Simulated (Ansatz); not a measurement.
Compare A (`OCN1CO[SiH2]1`) with its isomer B (`N[SiH](C=O)CO`).

Program: Ansatz. Geometries: PBE0-D4/def2-TZVP. ΔE: electronic, gas phase. CCSD(T)/CBS adds triple-zeta CCSD(T) − MP2 to the extrapolated MP2 energy (def2 sets, frozen cores). Functionals use def2-TZVPP. B3LYP here is the variant with VWN-RPA as its local correlation; programs differ in this. One conformer a species, not always the lowest.

Question: Which is lower in electronic energy at CCSD(T)/CBS, and by how much? (An estimate is asked.)

Answer: Computed: A, by 37.7 kJ/mol.

Question: Give E(B) − E(A) in kJ/mol with ωB97M-V, B3LYP, B2PLYP, PBE0-D4, r2SCAN-D4, HF/def2-TZVPP, B3LYP-D4. (An estimate is asked.)

Answer: Computed: ωB97M-V 38.3, B3LYP 26.3, B2PLYP 33.2, PBE0-D4 46.0, r2SCAN-D4 39.0, HF/def2-TZVPP 42.4, B3LYP-D4 28.0. None reverses the order clearly.

Largest T1 diagnostic: 0.013.

From PBE to PBE0 (25 % exact exchange), in def2-TZVPP and without D4, E(B) − E(A) moves by +15.6 kJ/mol.
